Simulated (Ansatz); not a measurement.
System: TiH, net charge 0, quartet state. The spin state was set by rule; other spins were not relaxed. 
Structure (B3LYP-D3(BJ)/def2-TZVP (Ansatz, a program for electronic structure) minimum search):
```xyz
2

Ti     0.0000     0.0000    -0.0766
H      0.0000     0.0000     1.6849
```
Charge 0, spin multiplicity 4.

Property: vertical ionisation energy (to the triplet state of charge +1; each state is the SCF solution reached for its spin; for the quartet T1 is 0.058), in eV. Cores are frozen in the correlated levels unless marked. UHF or UKS for open shells. No spin-orbit coupling. Frozen are the shells of the preceding noble gas and the d and f shells that filled before the atom's block. No relativistic terms. Basis-set limits of correlation are two-point, X^-3; Hartree-Fock from the larger set.

| level | program | vertical ionisation energy (eV) |
|---|---|---|
| SVWN5/def2-TZVPD | Ansatz | 7.02 |
| PBE/def2-TZVPD | Ansatz | 6.84 |
| B3LYP/def2-TZVPD | Ansatz | 6.76 |
| CAM-B3LYP/def2-TZVPD | Ansatz | 6.67 |

Question: What does CCSD(T)/CBS(def2-TZVPPD,def2-QZVPPD) (Ansatz) give?

Answer: 6.33 eV
